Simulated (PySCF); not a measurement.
**Electronic absorption of C7H10F2**

Compound: C7H10F2.
Geometry (PBE0-D3(BJ)/def2-SVP, Å), atoms numbered from 1 in this order:
```xyz
19
C7H10F2 angstrom
F     -2.5159   -0.7255    0.5977
C     -1.2213   -0.2568    0.4770
C     -1.2491    1.0647   -0.2730
C     -0.0133    1.8967   -0.0854
C      1.2349    1.4678    0.1325
C      1.7333    0.0519    0.1552
F      3.0452    0.0740   -0.2875
C      0.9510   -0.8960   -0.7367
C     -0.3915   -1.3498   -0.1746
H     -0.8560   -0.0573    1.5007
H     -1.4520    0.8883   -1.3454
H     -2.1179    1.6254    0.1052
H     -0.1677    2.9806   -0.1008
H      2.0259    2.2070    0.2960
H      1.7623   -0.3333    1.1937
H      1.5884   -1.7746   -0.9149
H      0.8181   -0.4017   -1.7120
H     -1.0016   -1.7691   -0.9903
H     -0.2510   -2.1609    0.5576
```

Theory: TDDFT wB97X-D/def2-SVPD, vertical, gas phase, core orbitals frozen in the response in PySCF.

```json
{"state": "S1", "E (eV)": "7.03", "ν̃ (cm⁻¹)": "56690", "f": "0.280", "main configurations (H = HOMO, L = LUMO)": "H→L (95%)"}
{"state": "S2", "E (eV)": "7.44", "ν̃ (cm⁻¹)": "59980", "f": "0.026", "main configurations (H = HOMO, L = LUMO)": "H→L+1 (78%), H→L+3 (14%)"}
{"state": "S3", "E (eV)": "7.76", "ν̃ (cm⁻¹)": "62570", "f": "0.0005", "main configurations (H = HOMO, L = LUMO)": "H-1→L (44%), H-3→L (44%)"}
{"state": "S4", "E (eV)": "8.21", "ν̃ (cm⁻¹)": "66230", "f": "0.013", "main configurations (H = HOMO, L = LUMO)": "H→L+2 (91%)"}
{"state": "S5", "E (eV)": "8.46", "ν̃ (cm⁻¹)": "68260", "f": "0.010", "main configurations (H = HOMO, L = LUMO)": "H-2→L (53%), H-4→L (12%), H-3→L (10%)"}
{"state": "S6", "E (eV)": "8.54", "ν̃ (cm⁻¹)": "68870", "f": "0.0072", "main configurations (H = HOMO, L = LUMO)": "H→L+5 (28%), H→L+3 (21%), H→L+4 (11%)"}
```

The lowest singlet lies at 7.03 eV (176 nm, vacuum ultraviolet) and is strong; its leading configuration is HOMO→LUMO (95%). The lowest level is also the most intense of those listed (f = 0.280). Löwdin shares by element: HOMO carbon 80% or more (atoms not listed hold the other 20%); LUMO carbon 73% or more (atoms not listed hold the other 27%). Orbital energies (eV): HOMO-3 -11.37, HOMO-2 -11.25, HOMO-1 -11.15, HOMO -9.49, LUMO 1.59, LUMO+1 2.30, LUMO+2 2.67. Weighted by f, the mean energy of these states is 7.18 eV. The oscillator strengths of these states sum to 0.337; summed over the whole spectrum of an exact calculation they would give the number of electrons, 70 (Thomas–Reiche–Kuhn). Only the lowest 6 singlets were computed, as vertical energies without vibronic structure.

On one thread of an Arm Neoverse N1, shared host, this took 2.1 min wall and 1.3 GiB of memory at its peak.

One conformer stands for the species.
